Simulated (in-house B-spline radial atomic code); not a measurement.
## Cd⁶⁺: [Ar] 3d10 4s2 (4p1/2)2 (4p3/2)3 4d7 (with a hole in an inner shell)

Computed with a radial B-spline atomic code at the basis-set limit: Dirac-Hartree-Fock, average of the jj configuration, Fermi nucleus of rms radius 4.6087 fm.

Z_r = [3n² - l(l+1)]/(2<r>); Z_e = n√(-2ε); the last column is Slater's effective charge. Values are occupation-weighted means over j. An effective charge above Z reflects the relativistic contraction of the inner shells.

```tsv
shell	electrons	ε (eV)	<r> (bohr)	Z_r	Z_e	Slater
1s	2	-26970	0.03039	49.36	44.52	47.70
2s	2	-4178.6	0.131	45.79	35.05	43.85
2p	6	-3756.4	0.1147	43.58	33.23	43.85
3s	2	-898.46	0.3558	37.94	24.38	36.75
3p	6	-755.81	0.3551	35.20	22.36	36.75
3d	10	-531.84	0.3334	31.50	18.76	26.85
4s	2	-221.23	0.8619	27.84	16.13	20.60
4p	5	-177.42	0.9212	24.97	14.44	20.60
4d	7	-109.1	1.076	19.51	11.33	10.90
```

The least bound orbital is 4d5/2 at -108.3 eV, and it is also the most diffuse (<r> = 1.082 bohr).

For the 1s electron the small component carries 3.1 % of the norm, the zero-frequency Breit interaction raises the level by 59.39 eV, self-energy by 33.35 eV, and vacuum polarisation lowers it by 4.252 eV.
